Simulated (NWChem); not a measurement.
Everything below was run with NWChem. System: F2Mg, charge 0, spin multiplicity 1, at a geometry optimised with PBE/def2-SVP. The structure started from a generated list of species. Level: CCSD(T)/pcseg-1, 7 core orbitals frozen.

Input file:

```
start mol
memory heap 100 mb stack 700 mb global 1900 mb
geometry units angstroms nocenter noautoz
  Mg     0.000000     0.000000     0.000000
  F      0.000000     0.000000     1.768196
  F      0.000000     0.000000    -1.768196
  symmetry group D2h
end
basis spherical
  * library pcseg-1
end
scf
  rhf
  nopen 0
  maxiter 100
  thresh 1e-7
  semidirect memsize 60000000 filesize 0
end
tce
  freeze core 7
  ccsd(t)
  2eorb
  2emet 13
  thresh 1e-6
  maxiter 100
  tilesize 24
end
task tce energy
```

Part of the output:

```
             Northwest Computational Chemistry Package (NWChem) 7.3.0
             --------------------------------------------------------

                                NWChem Input Module
                                -------------------

 Scaling coordinates for geometry "geometry" by  1.889725989
 (inverse scale =  0.529177249)

 Turning off AUTOSYM since
 SYMMETRY directive was detected!

                             Geometry "geometry" -> ""
                             -------------------------

 Output coordinates in angstroms (scale by  1.889725989 to convert to a.u.)

  No.       Tag          Charge          X              Y              Z
 ---- ---------------- ---------- -------------- -------------- --------------
    1 Mg                  12.0000     0.00000000     0.00000000     0.00000000
    2 F                    9.0000     0.00000000     0.00000000     1.76819600
    3 F                    9.0000     0.00000000     0.00000000    -1.76819600

 Effective nuclear repulsion energy (a.u.)      76.7640942341

            Nuclear Dipole moment (a.u.)
            ----------------------------
        X                 Y               Z
 ---------------- ---------------- ----------------
     0.0000000000     0.0000000000     0.0000000000

      Symmetry information
      --------------------

 Group name             D2h
 Group number             26
 Group order               8
 No. of unique centers     2

      Symmetry unique atoms

     1    2


 Summary of "ao basis" -> "" (spherical)
 ------------------------------------------------------------------------------
       Tag                 Description            Shells   Functions and Types
 ---------------- ------------------------------  ------  ---------------------
 *                          pcseg-1                   on all atoms

 Summary of "ao basis" -> "ao basis" (spherical)
 ------------------------------------------------------------------------------
       Tag                 Description            Shells   Functions and Types
 ---------------- ------------------------------  ------  ---------------------
 Mg                         pcseg-1                  6       10   4s2p
 F                          pcseg-1                  6       14   3s2p1d

                                 NWChem SCF Module
                                 -----------------

  ao basis        = "ao basis"
  functions       =    38
  atoms           =     3
  closed shells   =    15
  open shells     =     0
  charge          =   0.00
  wavefunction    = RHF
  use symmetry    = T
  symmetry adapt  = T

 Summary of "ao basis" -> "ao basis" (spherical)
 ------------------------------------------------------------------------------
       Tag                 Description            Shells   Functions and Types
 ---------------- ------------------------------  ------  ---------------------
 Mg                         pcseg-1                  6       10   4s2p
 F                          pcseg-1                  6       14   3s2p1d

      Symmetry analysis of basis
      --------------------------

        ag         11
        au          1
        b1g         1
        b1u         9
        b2g         3
        b2u         5
        b3g         3
        b3u         5

 Forming initial guess at       0.0s

      Superposition of Atomic Density Guess
      -------------------------------------

 Sum of atomic energies:        -398.28120931

      Non-variational initial energy
      ------------------------------

 Total energy =    -398.083587
 1-e energy   =    -710.127827
 2-e energy   =     235.280146
 HOMO         =      -0.660170
 LUMO         =      -0.131474

      Symmetry analysis of molecular orbitals - initial
      -------------------------------------------------

 !! scf_movecs_sym_adapt:   20 vectors were symmetry contaminated

  Symmetry fudging

 !! scf_movecs_sym_adapt:   18 vectors were symmetry contaminated

  Numbering of irreducible representations:

     1 ag          2 au          3 b1g         4 b1u         5 b2g
     6 b2u         7 b3g         8 b3u

  Orbital symmetries:

     1 ag          2 ag          3 b1u         4 ag          5 b1u
     6 b2u         7 b3u         8 ag          9 b1u        10 ag
    11 b1u        12 b3u        13 b2u        14 b2g        15 b3g
    16 ag         17 b3u        18 b2u        19 ag         20 b1u
    21 b2g        22 b3g        23 b1u        24 b2u        25 b3u

 Starting SCF solution at       0.1s

 ----------------------------------------------
         Quadratically convergent ROHF

 Convergence threshold     :          1.000E-07
 Maximum no. of iterations :          100
 Final Fock-matrix accuracy:          1.000E-09
 ----------------------------------------------

              iter       energy          gnorm     gmax       time
             ----- ------------------- --------- --------- --------
                 1     -398.4348741961  1.46D+00  5.05D-01      0.1
                 2     -398.5204025298  2.21D-01  9.03D-02      0.1
                 3     -398.5265588272  1.31D-02  3.95D-03      0.1
                 4     -398.5265690331  5.39D-05  2.07D-05      0.1
                 5     -398.5265690334  2.33D-09  1.15D-09      0.1

       Final RHF  results
       ------------------

         Total SCF energy =   -398.526569033364
      One-electron energy =   -713.246285881148
      Two-electron energy =    237.955622613648
 Nuclear repulsion energy =     76.764094234136

        Time for solution =      0.0s

       Symmetry analysis of molecular orbitals - final
       -----------------------------------------------

  Numbering of irreducible representations:

     1 ag          2 au          3 b1g         4 b1u         5 b2g
     6 b2u         7 b3g         8 b3u

  Orbital symmetries:

     1 ag          2 b1u         3 ag          4 ag          5 b2u
     6 b3u         7 b1u         8 ag          9 b1u        10 ag
    11 b1u        12 b3u        13 b2u        14 b2g        15 b3g
    16 ag         17 b3u        18 b2u        19 ag         20 b1u
    21 b2g        22 b3g        23 b1u        24 b3u        25 b2u

             Final eigenvalues
             -----------------

              1
    1  -49.0822
    2  -26.1681
    3  -26.1680
    4   -3.8331
    5   -2.3625
    6   -2.3625
    7   -2.3615
    8   -1.4701
    9   -1.4646
   10   -0.5912
   11   -0.5706
   12   -0.5611
   13   -0.5611
   14   -0.5555
   15   -0.5555
   16    0.0232
   17    0.1743
   18    0.1743
   19    0.2223
   20    0.4015
   21    1.3416
   22    1.3416
   23    1.4224
   24    1.4495
   25    1.4495

                       ROHF Final Molecular Orbital Analysis
                       -------------------------------------

 Vector   13  Occ=2.000000D+00  E=-5.611076D-01  Symmetry=b2u
              MO Center= -9.7D-33, -1.9D-16, -2.1D-16, r^2= 3.6D+00
   Bfn.  Coefficient  Atom+Function         Bfn.  Coefficient  Atom+Function
  ----- ------------  ---------------      ----- ------------  ---------------
    15      0.457656  2 F  py                29      0.457656  3 F  py
    18      0.341862  2 F  py                32      0.341862  3 F  py

 Vector   14  Occ=2.000000D+00  E=-5.555310D-01  Symmetry=b2g
              MO Center= -8.9D-22, -1.0D-33, -3.9D-16, r^2= 3.6D+00
   Bfn.  Coefficient  Atom+Function         Bfn.  Coefficient  Atom+Function
  ----- ------------  ---------------      ----- ------------  ---------------
    14      0.462190  2 F  px                28     -0.462190  3 F  px
    17      0.362774  2 F  px                31     -0.362774  3 F  px

 Vector   15  Occ=2.000000D+00  E=-5.555310D-01  Symmetry=b3g
              MO Center= -7.4D-35, -1.2D-21, -1.7D-16, r^2= 3.6D+00
   Bfn.  Coefficient  Atom+Function         Bfn.  Coefficient  Atom+Function
  ----- ------------  ---------------      ----- ------------  ---------------
    15      0.462190  2 F  py                29     -0.462190  3 F  py
    18      0.362774  2 F  py                32     -0.362774  3 F  py

 Vector   16  Occ=0.000000D+00  E= 2.320932D-02  Symmetry=ag
              MO Center=  7.6D-17,  1.8D-16,  4.6D-17, r^2= 6.6D+00
   Bfn.  Coefficient  Atom+Function         Bfn.  Coefficient  Atom+Function
  ----- ------------  ---------------      ----- ------------  ---------------
     4      1.106342  1 Mg s                 13     -0.252773  2 F  s
    27     -0.252773  3 F  s                  2     -0.187645  1 Mg s

 Vector   17  Occ=0.000000D+00  E= 1.743137D-01  Symmetry=b3u
              MO Center= -6.2D-18,  6.7D-33,  1.9D-17, r^2= 2.7D+00
   Bfn.  Coefficient  Atom+Function         Bfn.  Coefficient  Atom+Function
  ----- ------------  ---------------      ----- ------------  ---------------
     8      1.080838  1 Mg px                 5     -0.244736  1 Mg px
    17     -0.170876  2 F  px                31     -0.170876  3 F  px

 Vector   18  Occ=0.000000D+00  E= 1.743137D-01  Symmetry=b2u
              MO Center=  2.3D-32, -2.1D-17,  3.5D-17, r^2= 2.7D+00
   Bfn.  Coefficient  Atom+Function         Bfn.  Coefficient  Atom+Function
  ----- ------------  ---------------      ----- ------------  ---------------
     9      1.080838  1 Mg py                 6     -0.244736  1 Mg py
    18     -0.170876  2 F  py                32     -0.170876  3 F  py

 center of mass
 --------------
 x =   0.00000000 y =   0.00000000 z =   0.00000000

 moments of inertia (a.u.)
 ------------------
         424.234029445911           0.000000000000           0.000000000000
           0.000000000000         424.234029445911           0.000000000000
           0.000000000000           0.000000000000           0.000000000000

  Mulliken analysis of the total density
  --------------------------------------

    Atom       Charge   Shell Charges
 -----------   ------   -------------------------------------------------------
    1 Mg  12    10.36   2.00  2.00  0.14 -0.01  6.01  0.21
    2 F    9     9.82   2.00  0.92  1.06  3.41  2.43  0.00
    3 F    9     9.82   2.00  0.92  1.06  3.41  2.43  0.00

       Multipole analysis of the density wrt the origin
       ------------------------------------------------

     L   x y z        total         open         nuclear
     -   - - -        -----         ----         -------
     0   0 0 0     -0.000000      0.000000     30.000000

     1   1 0 0      0.000000      0.000000      0.000000
     1   0 1 0      0.000000      0.000000      0.000000
     1   0 0 1     -0.000000      0.000000      0.000000

     2   2 0 0    -11.062366      0.000000      0.000000
     2   1 1 0     -0.000000      0.000000      0.000000
     2   1 0 1     -0.000000      0.000000      0.000000
     2   0 2 0    -11.062366      0.000000      0.000000
     2   0 1 1      0.000000      0.000000      0.000000
     2   0 0 2    -28.351826      0.000000    200.969885

                   NWChem Extensible Many-Electron Theory Module
                   ---------------------------------------------


            General Information
            -------------------
      Number of processors :     1
         Wavefunction type : Restricted Hartree-Fock
          No. of electrons :    30
           Alpha electrons :    15
            Beta electrons :    15
           No. of orbitals :    76
            Alpha orbitals :    38
             Beta orbitals :    38
        Alpha frozen cores :     7
         Beta frozen cores :     7
     Alpha frozen virtuals :     0
      Beta frozen virtuals :     0
         Spin multiplicity : singlet
    Number of AO functions :    38
       Number of AO shells :    18
        Use of symmetry is : on
      Symmetry adaption is : on
         Schwarz screening : 0.10D-09

          Correlation Information
          -----------------------
          Calculation type : Coupled-cluster singles & doubles w/ perturbation
   Perturbative correction : (T)
            Max iterations :      100
        Residual threshold : 0.10D-05
     T(0) DIIS level shift : 0.00D+00
     L(0) DIIS level shift : 0.00D+00
     T(1) DIIS level shift : 0.00D+00
     L(1) DIIS level shift : 0.00D+00
     T(R) DIIS level shift : 0.00D+00
     T(I) DIIS level shift : 0.00D+00
   CC-T/L Amplitude update :  5-th order DIIS
                I/O scheme : Global Array Library
        L-threshold :  0.10D-05
        EOM-threshold :  0.10D-05
 no EOMCCSD initial starts read in
 TCE RESTART OPTIONS
 SLICE:      F
 D4D5:       F
 quantumc:   F
 qrotation:  F
 pwtce:      F
 qducc:      F
 nacto:                         0
 nrotv:                         0
 nrot:                          0

            Memory Information
            ------------------
          Available GA space size is     249035356 doubles
          Available MA space size is     104853796 doubles

 Maximum block size supplied by input
 Maximum block size        24 doubles

 tile_dim =      6

 -------------------------------------------------

 Global array virtual files algorithm will be used

 Parallel file system coherency ......... OK

 4-electron integrals stored in orbital form

 v2    file size   =            23855
 4-index algorithm nr.  13 is used
 imaxsize =       30
 imaxsize ichop =        0


CCSD iterations
 ---------------------------------------------------------
 Iter          Residuum       Correlation     Cpu    Wall
 ---------------------------------------------------------
    1   0.1275274306602  -0.4000072976947     0.7     0.7
    2   0.0360439608426  -0.3934931138400     0.7     0.7
    3   0.0123938849334  -0.3983337580006     0.8     0.8
    4   0.0054005139044  -0.3987856002243     0.8     0.8
    5   0.0020174641158  -0.3992852998995     0.7     0.7
    6   0.0005505892778  -0.3994116289638     0.7     0.7
    7   0.0002896774106  -0.3994488503577     0.8     0.8
    8   0.0001356559812  -0.3994523714077     0.7     0.7
    9   0.0000883594184  -0.3994536658843     0.7     0.7
   10   0.0000421045680  -0.3994560820824     0.7     0.7
   11   0.0000073216493  -0.3994573048971     0.7     0.7
   12   0.0000025681873  -0.3994577218813     0.7     0.7
   13   0.0000015306096  -0.3994577752172     0.8     0.8
   14   0.0000007443671  -0.3994577376040     0.7     0.7
 -----------------------------------------------------------------
 Iterations converged
 CCSD correlation energy / hartree =        -0.399457737603996
 CCSD total energy / hartree       =      -398.926026770967781

 Singles contributions

 Doubles contributions
 CCSD(T)
 Using plain CCSD(T) code
             total no. of tasks         5376
 total no. of tasks / no. procs         5376
                         wl_min            2           1.1
                         wl_max         1728           3.5
        thresh for no. of tasks         5376

 CCSD[T]  correction energy / hartree =        -0.004161705156116
 CCSD[T] correlation energy / hartree =        -0.403619442760112
 CCSD[T] total energy / hartree       =      -398.930188476123874
 CCSD(T)  correction energy / hartree =        -0.003002372104707
 CCSD(T) correlation energy / hartree =        -0.402460109708703
 CCSD(T) total energy / hartree       =      -398.929029143072512

 Task  times  cpu:       11.8s     wall:       11.8s

 Total times  cpu:       11.9s     wall:       11.9s
```
